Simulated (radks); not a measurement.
Fractional charge and spin in the 5p shell of neodymium: the spin-up occupation runs from 2 to 3 and the spin-down occupation from 2 to 3; the fullest corner is Nd2+, [Kr] 4d10 4f(up 2, down 2) 5s2 5p(up 3, down 3). Method: scalar-relativistic Kohn-Sham, r2SCAN, spin-polarised, spherical densities, finite nucleus; meta-GGA in the generalised Kohn-Sham scheme; Fermi nuclear charge, rms radius of each element as measured or else 0.836 A^(1/3) + 0.57 fm; computed with a radial shooting solver on a logarithmic mesh with Libxc functionals. Energy (eV) minus the two flat planes that join the four corners (they meet along the diagonal where the two added fractions sum to one electron); zero is where a piecewise linear energy would lie.

\begin{tabular}{lrrrrr}
down \ up & 2 & 2.25 & 2.5 & 2.75 & 3 \\ \hline
2 & 0.000 & -1.126 & -1.498 & -1.121 & 0.000 \\
2.25 & -1.126 & -1.418 & -0.966 & 0.224 & -1.058 \\
2.5 & -1.498 & -0.966 & 0.298 & -0.915 & -1.406 \\
2.75 & -1.121 & 0.224 & -0.915 & -1.337 & -1.051 \\
3 & 0.000 & -1.058 & -1.406 & -1.051 & 0.000 \\
\end{tabular}

Corners above the fullest one (they belong to Nd3+ and the next ion): (up 3, down 2) 41.183 eV, (up 2, down 3) 41.183 eV, (up 2, down 2) 95.184 eV. With half an added electron in each spin the energy lies 0.298 eV from the planes, and with half an added electron in spin up alone -1.498 eV. The planes are only a guide here: the flat-plane condition holds for ground states with one frontier orbital, while this shell lies below other occupied shells, so the corners above the fullest one are inner-hole states and not the ground states of those ions.
